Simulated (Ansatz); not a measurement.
Species: dichloroborane, sum formula BHCl₂ (charge 0, singlet). SMILES: B(Cl)Cl
Geometry from a B3LYP-D3(BJ)/def2-TZVP (Ansatz, an electronic-structure program) optimisation:
```xyz
4

B     -0.0163     0.7006    -0.0221
Cl     1.5184    -0.1227     0.0154
Cl    -1.5111    -0.1940    -0.0054
H     -0.0438     1.8813    -0.0594
```
Charge 0, spin multiplicity 1.

CCSD(T) with Ansatz in growing basis sets, 18 correlated electrons. Valence correlation only, unless marked. Open shells are spin-unrestricted. No spin-orbit coupling. Non-relativistic. Costs are ratios of core time to the smallest set, on shared machines of one kind, and rough; they hold the program's checks for lower states.

```
basis        functions  cost over smallest  E(corr) (Eh)  electronic atomisation energy (kcal/mol)
-----------  ---------  ------------------  ------------  ----------------------------------------
cc-pV(T+d)Z        122                  1×       -0.5373                                     304.0
cc-pV(Q+d)Z        213                  4×       -0.5819                                     309.4
```

Formally CCSD grows as o²v⁴ and (T) as o³v⁴; with o = 9 and v going from 102 to 193 both grow 13-fold in the last step, while integrals and the mean field grow more slowly. That step adds 44.6 mEh of correlation energy and 5.4 kcal/mol to the atomisation energy.
